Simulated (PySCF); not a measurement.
Vertical excitations of a molecule C2H5ClOSi2 from TDDFT-PBE/def2-SVPD in PySCF 2.14.0, as energy in eV (oscillator strength): 5.06 (0.003), 5.24 (0.016), 5.42 (0.011), 5.59 (0.019), 5.62 (0.012), 5.78 (0.023), 5.86 (0.011), 5.91 (0.005), 6.07 (0.003), 6.41 (0.314). Lowest triplet (TDA): 4.37 eV. Coordinates come from a B3LYP-D3(BJ)/def2-SVP optimisation. The values are those of a single conformer.

### Question
Identify the compound among the candidates.
A. O[SiH2]C#C[SiH2]Cl
B. Cl[SiH2]C1=CO[SiH2]1
C. O=C1C[Si@@H](Cl)[SiH2]1
D. O[Si@H]1C=C(Cl)[SiH2]1

### Answer
A, O[SiH2]C#C[SiH2]Cl
